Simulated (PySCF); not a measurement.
CH7N3Si.
Geometry (PBE0-D3(BJ)/def2-SVP, Å), atoms numbered from 1 in this order:
```
atom  x, y, z in Å
N1    -2.085   -0.972    0.319
C2    -1.184   -0.913   -0.582
Si3    0.525   -0.121   -0.318
N4     0.703   -0.173    1.405
N5     0.648    1.532   -0.796
H6    -1.710   -0.568    1.191
H7    -1.459   -1.316   -1.577
H8     1.539   -0.838   -1.157
H9     1.408    0.423    1.828
H10    0.635   -1.057    1.899
H11   -0.072    2.200   -0.545
H12    1.093    1.776   -1.672
```

The computed photoelectron lines, unassigned: C 1s: 291.11 eV; N 1s: 404.41 (area 1), 404.76 (area 2) eV; Si 1s: 1846.97 eV; Si 2p3/2: 107.01 eV.

Computed with PySCF, delta-SCF UKS SCAN, pcX-2 on the ionised atom, pcseg-1 elsewhere, spin-free X2C. One conformer (not necessarily the lowest) at the PBE0-D3(BJ)/def2-SVP geometry, without solvent, vibrations or thermal averaging.

**Question.** Order the nitrogen atoms by N 1s binding energy.

**Answer.** 404.41 eV: N1 (C=N nitrogen); 404.76 eV: N4/N5 (silicon-bound nitrogen). Lowest listed N 1s: N1, bonded to C (double bond) and H. Highest, 0.35 eV above it: N4/N5, bonded to 2 H and Si.

Bonded neighbours of each site: N1: C (double bond) and H; C2: N (double bond), H and Si; Si3: 2 N, C and H; N4/N5: 2 H and Si.

**Question.** Which effective nuclear charge Zeff reproduces each element's mean 1s value in the hydrogen-like formula E = 13.606 eV × Zeff²?

**Answer.** C (Z = 6): mean 291.1 eV, Zeff = 4.63, Z − Zeff = 1.37; N (Z = 7): mean 404.6 eV, Zeff = 5.45, Z − Zeff = 1.55; Si (Z = 14): mean 1847.0 eV, Zeff = 11.65, Z − Zeff = 2.35. Means run over the listed sites, weighted by atom count.

Topologically equivalent atoms share the value of their first member; where this conformer doesn't relate them by symmetry, their own values could differ. The unrestricted hole states depart most from a pure doublet (⟨S²⟩ = 0.75; over 0.85 named) for C 1s of C2 (0.86), which makes this value less certain. Spin–orbit coupling isn't in the SCF: each 2p doublet comes from a relaxed spin-free hole plus a matrix of the shell (mean-field spin–orbit coupling and the ground-state 2p splitting), with 2p3/2 averaged over its two sublevels. 2p1/2 minus 2p3/2 (ligand field included): Si 0.62 eV.
